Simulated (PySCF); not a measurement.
From one molecule to another.

First species: C4H5F3O.
SMILES: `FC[C@]1(C(F)F)CO1`

Second species: C5H6Cl2O.
SMILES with atom numbers: `[CH3:1][CH2:2]/[C:3](=[CH:4]/[Cl:5])[C:6](=[O:7])[Cl:8]` (hydrogens: H9, H10, H11 on C1; H12, H13 on C2; H14 on C4)

Cartesian coordinates in Å at the GFN2-xTB level; atoms count from 1:
```
atom  x, y, z in Å
C1    -1.8076   -0.4381   -0.1120
C2    -0.6891    0.5768   -0.3025
C3     0.7004    0.0728   -0.0135
C4     0.9303   -1.1865    0.3971
Cl5    2.4497   -1.8566    0.7483
C6     1.8288    0.9906   -0.1864
O7     2.9823    0.7902    0.0216
Cl8    1.3572    2.5992   -0.7880
H9    -1.8530   -0.7850    0.9169
H10   -2.7574    0.0326   -0.3525
H11   -1.6777   -1.2919   -0.7717
H12   -0.7090    0.9401   -1.3327
H13   -0.8753    1.4403    0.3410
H14    0.1195   -1.8851    0.5323
```

Levels: CAM-B3LYP/def2-SVPD for dipole moment, HOMO energy, LUMO energy, HOMO–LUMO gap, static isotropic polarisability and electronic spatial extent ⟨r²⟩ about the centre of nuclear charge; TDDFT CAM-B3LYP/def2-SVPD for lowest singlet excitation; TDA CAM-B3LYP/def2-SVPD for lowest triplet excitation (Tamm–Dancoff); GFN2-xTB for rotational constant A and rotational constant C. Geometries: GFN2-xTB. Each species is one conformer at its optimised geometry, gas phase, non-relativistic unless stated. Electronic properties by PySCF.

The conformers computed, where there is a choice (atom-mapped SMILES and torsion angles):
- `[F:1][CH2:2][C@:3]1([CH:4]([F:5])[F:6])[CH2:7][O:8]1`: F1–C2–C3–C4 160°, C2–C3–C4–F5 -75°
- `[CH3:1][CH2:2]/[C:3](=[CH:4]/[Cl:5])[C:6](=[O:7])[Cl:8]`: C1–C2–C3–C4 -1°, C2–C3–C6–O7 178°

Task: Which of the two has the higher rotational constant A, and by how much?

Result: The first: 2.898 GHz against 1.660 GHz, a difference of 1.238 GHz.

Task: Which has the higher HOMO–LUMO gap?

Result: The first: 11.34 eV against 7.98 eV, a difference of 3.36 eV.

Task: Which of the two has the higher HOMO energy, and by how much?

Result: The second: -9.23 eV against -10.12 eV, a difference of 0.89 eV.

Task: Which has the higher static isotropic polarisability?

Result: The second: 92.6 au against 52.0 au, a difference of 40.6 au.

Task: Which has the higher dipole moment?

Result: The second: 3.95 D against 1.31 D, a difference of 2.64 D.

Task: Which of the two has the higher rotational constant C, and by how much?

Result: The first: 1.351 GHz against 0.669 GHz, a difference of 0.682 GHz.

Task: Which has the higher T1 energy?

Result: The first: 7.84 eV against 3.24 eV, a difference of 4.60 eV.

Task: Which of the two has the higher LUMO energy, and by how much?

Result: The first: 1.22 eV against -1.25 eV, a difference of 2.47 eV.

On the first: The vertical singlet–triplet gap S1 − T1 is 0.31 eV (TDDFT singlet less Tamm–Dancoff triplet). S1 lies 3.19 eV below the HOMO–LUMO gap; its leading configuration is HOMO→LUMO, weight 0.36, beside HOMO→LUMO+3, weight 0.20.

On the second: The polarisability is 13.72 Å³ as a volume (1 au = 0.148185 Å³), or 1.19 au for each of the 78 electrons. S1 lies 3.82 eV below the HOMO–LUMO gap; its leading configuration is HOMO−1→LUMO, weight 0.93.
